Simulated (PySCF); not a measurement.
2-hydroxypyridine, C5H5NO.
Cartesian coordinates in Å at the PBE0-D3(BJ)/def2-SVP level; atoms count from 1:
```xyz
12
C5H5NO angstrom
O      2.4265    0.0986   -0.3034
C      1.1068   -0.0264   -0.1279
C      0.2676    1.0490   -0.4589
C     -1.0941    0.8800   -0.2663
C     -1.5762   -0.3309    0.2416
C     -0.6490   -1.3236    0.5348
N      0.6638   -1.1766    0.3543
H      2.8090   -0.7434   -0.0159
H      0.6961    1.9718   -0.8517
H     -1.7840    1.6915   -0.5116
H     -2.6419   -0.4976    0.4051
H     -0.9762   -2.2896    0.9358
```

Linear response at CAM-B3LYP/def2-SVPD (PySCF, frozen core in the response, non-relativistic). Geometry: PBE0-D3(BJ)/def2-SVP, one conformer, isolated molecule.

Static isotropic polarisability: 67.53 au (10.01 Å³), principal values 40.9, 75.3, 86.3 au.

(1) What is the polarisability at 1064 nm and at the sodium D line?

(2) What is the isotropic C6 coefficient between two such molecules, C6 = (3/π)∫α(iω)² dω?

(3) Which effective excitation energy ω̄ makes London's formula C6 = (3/4)α²ω̄ exact here?

(4) How many electrons N does the Slater–Kirkwood formula C6 = (3/4)·√N·α^(3/2) need to give this C6?

(5) How anisotropic is the static polarisability, by Δα² = ½[(α1 − α2)² + (α2 − α3)² + (α3 − α1)²]?

(6) What three-body coefficient follows from the one-pole estimate C9 = (3/4)·α·C6?

(7) The lowest 6 singlets have (eV, f): 5.20, 0.077; 5.59, 0.004; 6.20, 0.090; 6.23, 0.000; 6.80, 0.004; 7.15, 0.001. What share of the static polarisability do they carry in the sum over states α = Σ f/ω²?

(8) What n − 1 at the D line would an ideal gas of it have at 273.15 K and 1 atm (2.6868 × 10¹⁹ cm⁻³), by n − 1 = 2π·N·α′?

Answers

(1) 68.32 au at 1064 nm (+1.2 %), 70.26 au at 589.3 nm (+4.0 %). The rise at 589.3 nm is 3.45 times that at 1064 nm; a pure ω² law gives 3.26. The lowest singlet lies at 239 nm, shorter than both wavelengths.

(2) 1784 au (Eh·bohr⁶) by a ten-point quadrature over imaginary frequencies, which is 1070 eV·Å⁶ or 103 J·nm⁶/mol.

(3) ω̄ = 4·C6/(3α²) = 0.522 Eh = 14.2 eV. A one-pole form α(ω) = α/(1 − ω²/ω̄²) fitted to the 1064 nm value gives 10.8 eV. London's choice of the ionisation energy (9.03 eV, ΔSCF at the same level) gives C6 = 1140 au, 36 % too low.

(4) N = (4·C6/3)²/α³ = 18.4; the species has 50 electrons in all.

(5) Δα = 41.0 au, or 0.61 of the isotropic value.

(6) 90400 au. This is an estimate from the two numbers above, not a computed integral.

(7) 4.02 au, 6.0 % of α; the largest term, 2.11 au, is that of the state at 5.20 eV. Their oscillator strengths add up to 0.18. Higher states carry the rest.

(8) 17.58 × 10⁻⁴, a formal value whether or not that pressure can be reached.
